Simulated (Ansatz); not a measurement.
# Abstraction of H: C2H8InN + SiH(CC)Cl2 → C2H7InN + C2H2Cl2Si

Species: C2H8InN `C[N](C)[InH2]`, singlet; SiH(CC)Cl2, doublet; C2H7InN `C[N](C)[InH]`, doublet; C2H2Cl2Si `C#C[SiH](Cl)Cl`, singlet. A radical takes H: the energy is the difference in strength between the In–H bond broken and the C–H bond made.

Shapes, held fixed at every level: PBE0-D4/def2-TZVP. Flexible molecules stand in one conformer, not always the lowest. Programs: Ansatz 0.2.0. Electronic energies: no zero-point or thermal term.

```tsv
level	kind	ΔE (kJ/mol)
HF/def2-TZVPP	Hartree–Fock	-213.8
PBE-D4/def2-TZVPP	GGA	-270.9
B3LYP-D4/def2-TZVPP	global hybrid	-274.7
PBE0-D4/def2-TZVPP	global hybrid	-268.6
wB97M-V/def2-TZVPP	range-separated hybrid	-270.6
wB97X-V/def2-TZVPP	range-separated hybrid	-263.1
B2PLYP/def2-TZVPP	double hybrid	-273.4
```

B2PLYP/def2-TZVPP gives ΔE = -273.4 kJ/mol; the levels span -274.7 to -213.8. The median of the levels is -270.6. No measured value is set beside it here. Spin contamination: SiH(CC)Cl2 (⟨S²⟩ up to 1.18). Open shells run unrestricted. For atoms past krypton def2 sets carry core potentials with scalar relativity. Outer-core shells of In are correlated, in sets that cover them unevenly.
